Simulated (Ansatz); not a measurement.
H5Au3, relaxed as a singlet with RKS r2SCAN-D4/def2-SVP in Ansatz, starting from the GFN2-xTB geometry. Force threshold 0.02 eV/Å.

In the def2 sets Au takes a core potential; there is no spin–orbit coupling. The structure comes from a short search, and lower isomers may exist.

Start:

```csv
atom,x (Å),y (Å),z (Å)
Au1,1.269,-0.105,1.072
Au2,-1.196,-0.040,0.128
Au3,1.170,0.215,-1.584
H4,2.585,0.247,-1.860
H5,-1.840,-0.255,1.400
H6,-2.531,0.011,-0.376
H7,1.098,-0.262,2.499
H8,-0.554,0.189,-1.277
```

```csv
step,energy (eV),largest force component (eV/Å),SCF passes
1,-11165.5580,3.135,17
2,-11166.6828,0.637,25
3,-11166.7255,0.204,20
4,-11166.7321,0.063,20
5,-11166.7332,0.014,20
```

Force components are those of the run's own axes.

End:

```xyz
8

Au    1.374   -0.095    1.017
Au   -1.173   -0.039    0.156
Au    1.181    0.225   -1.626
H     2.757    0.246   -1.831
H    -1.930   -0.257    1.526
H    -2.664   -0.018   -0.286
H     1.043   -0.281    2.533
H    -0.587    0.220   -1.489
```

By distances, no bond broke or formed. The bond that changes most is Au2–H8, from 1.56 to 1.77 Å (atoms count from 1).

No frequencies were taken in this run, so the end may be a saddle point.

Run time 9 s (4 threads of Arm Neoverse V2 on a shared host).
